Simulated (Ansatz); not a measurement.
`C[N](C)[GaH][Br]` → Br• + 2 C• + Ga• + 7 H• + N•  (atomization)

Gas-phase electronic energies from Ansatz, PBE0-D4/def2-TZVP geometries. CCSD(T)/CBS adds triple-zeta CCSD(T) − MP2 to the extrapolated MP2 energy (def2 sets, frozen cores). This one scheme is used for every species, atoms too. DFT in def2-TZVPP. Open shells (•) are unrestricted, without spin–orbit coupling. Spin–orbit coupling would lower the free atoms: a little for C; clearly for Br, Ga. For Br, Ga outer-core shells are correlated without core-valence functions, so the limit isn't a true one: a few kJ/mol of doubt a bond, and 10 to 20 or more in all where bonds break to atoms. Scalar relativity is left out up to krypton. One conformer a species, not always the lowest.

`C[N](C)[GaH][Br]`:

Z-matrix (Å, degrees):
```
C
N 1 1.440
H 1 1.091 2 110.8
H 1 1.099 2 111.2 3 -120.2
H 1 1.099 2 111.2 3 120.2
C 2 1.441 1 113.5 3 -180.0
Ga 2 1.808 1 124.9 3 0.1
H 6 1.093 2 111.0 1 180.0
H 6 1.099 2 111.4 1 -59.9
H 6 1.099 2 111.4 1 59.9
Br 7 2.295 2 115.3 1 0.0
H 7 1.549 2 123.7 1 -180.0
```

| level | ΔE (kcal/mol) | difference from CCSD(T)/CBS |
| --- | --- | --- |
| LDA (SPW92) | 1123.3 | 137.6 |
| revPBE-D4 | 974.8 | -10.9 |
| r2SCAN-D4 | 984.5 | -1.2 |
| CAM-B3LYP-D4 | 985.6 | -0.1 |
| ωB97X-V | 986.1 | 0.4 |
| PBE-QIDH | 980.1 | -5.6 |
| r2SCAN | 982.8 | -2.9 |
| PBE0 | 979.3 | -6.4 |
| BHLYP | 948.4 | -37.3 |
| CAM-B3LYP | 979.6 | -6.1 |
| MP2/def2-SVP | 943.5 | -42.2 |
| HF/def2-TZVPP | 711.4 | -274.3 |
| CCSD/def2-TZVPP | 947.9 | -37.8 |
| CCSD(T)/def2-TZVPP | 962.2 | -23.5 |
| SCS-MP2/def2-QZVPP | 986.8 | 1.1 |
| CCSD/CBS(def2) | 971.4 | -14.3 |
| CCSD(T)/CBS | 985.7 | 0 |

Largest T1 diagnostic among the species: 0.013.

At CCSD(T), def2-SVP lies −49.8 kcal/mol from the extrapolated value and def2-TZVPP −23.5 kcal/mol: correlation converges slowly with the basis, and small sets miss more of it in the bonded molecule than in its fragments. In def2-TZVPP, CCSD(T) changes the Hartree–Fock value by +250.8 kcal/mol (the triples alone add +14.3 kcal/mol) and MP2 by +262.5 kcal/mol; breaking electron pairs costs correlation energy, which Hartree–Fock lacks.

For atomizations the MP2-based limit and the directly extrapolated one differ by several kJ/mol either way, and by 10 to 25 for some Ge, Se and Sn compounds, so smaller differences from it don't rank the levels.
